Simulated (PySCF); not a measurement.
H4Se2Si, SMILES [SeH][SiH2][SeH] (PBE0/def2-SVP optimised geometry):

```
7

Se     1.577    -0.849     0.000
Si    -0.705    -0.849     0.000
Se    -1.659     1.224     0.000
H      1.659    -0.036     1.224
H     -1.277    -1.493     1.217
H     -1.050    -1.638    -1.217
H     -0.957     1.638    -1.225
```

Level of theory: PySCF with PBE0/def2-TZVP.

Task: What are the frontier orbital energies and the dipole moment?

Result: HOMO-2 -9.02 eV, HOMO-1 -7.43 eV, HOMO -7.04 eV, LUMO -0.67 eV, LUMO+1 0.06 eV; dipole moment 0.07 D.

Meta-Löwdin charges at PBE0/def2-TZVP: Se1 -0.22, Si2 0.43, Se3 -0.22, H4 0.08, H5 -0.08, H6 -0.08, H7 0.08.
